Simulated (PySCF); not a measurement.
CCl2, SMILES Cl[C]Cl (connectivity only; charge and spin as stated), neutral, multiplicity 1. Geometry: PBE0-D3(BJ)/def2-TZVP. The isomer is the one that the SMILES or the coordinates give; other isomers of the formula were not compared.

TDA-B3LYP/def2-TZVPD in PySCF puts the lowest singlet excitations at 2.57, 4.19, 5.48, 5.67, 6.53, 6.81 eV.

Problem. What are the lowest excitation roots from ADC(2)/aug-cc-pVDZ (PySCF)? (The exact figures need the calculation; the answer reports its results.)

Solution. 2.52, 4.21, 5.16, 6.25, 7.20, 7.44 eV. S1 differs by -0.05 eV (second minus first; roots are paired by order, and the bases may differ).
